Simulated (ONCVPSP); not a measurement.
What one change does to a pseudopotential (Os, ONCV)

```
Element                 : osmium (Os)
Generator               : ONCVPSP 4.0.1
Type                    : optimised norm-conserving Vanderbilt (ONCV)
Functional              : PBEsol
Relativity              : scalar-relativistic
Frozen core             : [Kr] 4d10 4f14
Valence charge          : 16
Reference configuration : 5s2 5p6 5d7 6s1
Partial waves           : 5s+6s: rc 1.65 bohr, ncon 4, nbas 7, qcut 8.9 1/bohr, 2 projectors; 5p: rc 1.60 bohr, ncon 4, nbas 8, qcut 10.5 1/bohr, 2 projectors, debl 3 Ha; 5d: rc 2.35 bohr, ncon 4, nbas 8, qcut 6 1/bohr, 2 projectors, debl 3 Ha
Local potential         : polynomial inside 1.20 bohr (lpopt 5, dvloc0 -1 Ha)
Core correction         : Teter function, parameters optimised by the program
```

Change: local potential polynomial inside 1.35 bohr (lpopt 4, dvloc0 0 Ha).

Cutoffs: the cutoffs (Ha) at which the residual kinetic energy of the hardest occupied pseudo-wave falls to 1 and 0.1 mHa per electron; they do not see the model core or the augmentation charge, which bear on the density cutoff. Errors are all-electron minus pseudo energies relative to the spin-unpolarised reference configuration.

Problem. How do hardness, ghosts and transferability respond?

Solution. The potential gets neither clearly harder nor softer (31 Ha and 38 Ha → 31 Ha and 38 Ha); the errors of the 4 common tests hardly move; neither file shows a bound ghost.

| quantity | base | changed |
| --- | --- | --- |
| cutoff, loose | 31 Ha | 31 Ha |
| cutoff, tight | 38 Ha | 38 Ha |
| bound ghosts | none | none |
| GHOST(+) flags under 300 eV | s at 169.4 eV | none |
| error for 5s2 5p6 5d6 6s2, meV [ΔE -0.33 eV] | +7.1 | +7.1 |
| error for 5s2 5p6 5d6 6s1, meV [ΔE 9.30 eV] | +2.4 | +2.3 |
| error for 5s2 5p6 5d6 6s0, meV [ΔE 26.24 eV] | -4.8 | -5.0 |
| error for 5s1 5p6 5d6 6s2, meV [ΔE 97.96 eV] | -346 | -348 |
| s: phases at 1.68 bohr within 0.05 rad from the reference energy up to (Ha; the scan ends near 5) | to the end of the scan | to the end of the scan |
| p: phases at 1.63 bohr within 0.05 rad from the reference energy up to (Ha; the scan ends near 5) | to the end of the scan | to the end of the scan |
| d: phases at 2.39 bohr within 0.05 rad from the reference energy up to (Ha; the scan ends near 5) | to the end of the scan | to the end of the scan |
| rms error of d²Exc/dni dnj with the model core, mHa | 0.19 | 0.19 |
